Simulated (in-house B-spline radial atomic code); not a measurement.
Configurations of neutral hafnium, with energies counted from [Xe] 4f14 5d2 6s2. Method: Dirac-Hartree-Fock, average of configuration, Fermi nucleus of rms radius 5.347 fm. Calculated with a B-spline radial code for spherical atoms. Energies include first-order Breit, QED and recoil terms.

Occupations are held fixed; configurations that lie above the ionisation limit could autoionise.

```json
{"configuration": "[Xe] 4f14 5d2 6s1 7p1", "E - E(ref) (eV)": "4.74", "highest orbital": "7p3/2", "its <r> (bohr)": "13.67"}
{"configuration": "[Xe] 4f13 5d2 6s2 7p1", "E - E(ref) (eV)": "19.828", "highest orbital": "7p3/2", "its <r> (bohr)": "12.86"}
{"configuration": "[Xe] 4f13 5d2 6s2 9p1", "E - E(ref) (eV)": "20.832", "highest orbital": "9p3/2", "its <r> (bohr)": "37.2"}
{"configuration": "[Xe] 4f13 5d2 6s2 10s1", "E - E(ref) (eV)": "20.924", "highest orbital": "10s1/2", "its <r> (bohr)": "45.5"}
{"configuration": "[Kr] 4d10 4f14 5s2 5p5 5d2 6s2 10s1", "E - E(ref) (eV)": "40.497", "highest orbital": "10s1/2", "its <r> (bohr)": "45.6"}
```

(1) Order these further configurations by energy, lowest first.
A. [Xe] 4f14 5d1 6s2 8p1
B. [Kr] 4d10 4f14 5s2 5p5 5d2 6s2 7s1
C. [Xe] 4f14 5d2 5f1 6s1
D. [Kr] 4d10 4f14 5s2 5p5 5d2 6s2 6f1
E. [Xe] 4f13 5d2 6s2 6g1

## Answers

(1) A (4.6018 eV), C (5.335 eV), E (20.996 eV), B (38.697 eV), D (40.4 eV).
